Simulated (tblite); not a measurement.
C4H9OSi (doublet state).
Numbering: `[SiH3:1][C@@H:2]1[CH2:3][CH:4][O:5][CH2:6]1` (hydrogens: H7, H8, H9 on Si1; H10 on C2; H11, H12 on C3; H13 on C4; H14, H15 on C6)

Computed geometry: GFN2-xTB, gas phase. This method treats the open shell by occupation alone, without spin polarisation.

Task: Give the optimised bond lengths and angles.

Result: 
```tsv
bond	length (bohr)
Si1–C2	3.588
C2–C3	2.902
C3–C4	2.808
C4–O5	2.592
O5–C6	2.677
C2–C6	2.893
Si1–H7, Si1–H8, Si1–H9	2.765
C2–H10	2.069
C3–H11	2.085
C3–H12	2.062
C4–H13	2.029
C6–H14	2.064
C6–H15	2.079
```

Bonds in one row agree within 0.02 bohr and their mean is given. A selection of angles:
```tsv
angle	degrees
C2–Si1–H7	109.1
C2–Si1–H9	108.2
H7–Si1–H8	110.1
H7–Si1–H9	110.5
Si1–C2–C3	114.3
Si1–C2–C6	114.5
Si1–C2–H10	110.4
C3–C2–C6	101.4
C3–C2–H10	107.8
C6–C2–H10	107.8
C2–C3–C4	101.4
C2–C3–H11	111.0
C2–C3–H12	112.7
C4–C3–H11	111.8
C4–C3–H12	112.8
H11–C3–H12	107.1
C3–C4–O5	111.8
C3–C4–H13	126.2
O5–C4–H13	115.3
C4–O5–C6	108.5
O5–C6–H14	108.6
O5–C6–H15	108.0
C2–C6–O5	106.8
C2–C6–H14	113.4
C2–C6–H15	111.3
H14–C6–H15	108.4
```

Dihedral angles: Si1–C2–C3–C4 -153° (antiperiplanar); C2–C3–C4–O5 21° (synperiplanar); C3–C4–O5–C6 -3° (synperiplanar); C4–O5–C6–C2 -18° (synperiplanar); Si1–C2–C6–O5 154° (antiperiplanar).

Si1 (silicon bonded to C and 3 H) is tetrahedral (angles from 108.2° to 110.5°). The 5-membered ring C2–C3–C4–O5–C6 has internal angles of 101.4° to 111.8° (sum 530°, against 540° for a flat polygon); it is puckered, 0.14 Å rms from its mean plane, widest ring torsion 30°. The 2 C–O bonds span 1.371 Å (C4–O5, drawn single) to 1.416 Å (O5–C6, drawn single), a spread of 0.045 Å. O5 (oxygen bonded to 2 C) is bent (angle 108.5°). C4 (carbon bonded to C, O and H) has angles 126.2°, 115.3° and 111.8°, sum 353.3°, 0.19 Å off the plane of its three neighbours. The 3 C–C bonds span 1.486 Å (C3–C4, drawn single) to 1.536 Å (C2–C3, drawn single), a spread of 0.050 Å.

Point group: C1 (no symmetry element, even within 0.4 Å). Its GFN2-xTB frequencies are all real (lowest 108 cm⁻¹). 2 starts were optimised and ended at 0.00 and 0.11 kcal/mol (GFN2-xTB); the lowest of these is shown.

On one thread of an AMD EPYC 7B13, no GPU, shared host with 96 logical CPUs at a one-minute load of 16, this took 0.33 s wall. These figures are those of the optimisation.

One conformer stands for the species.
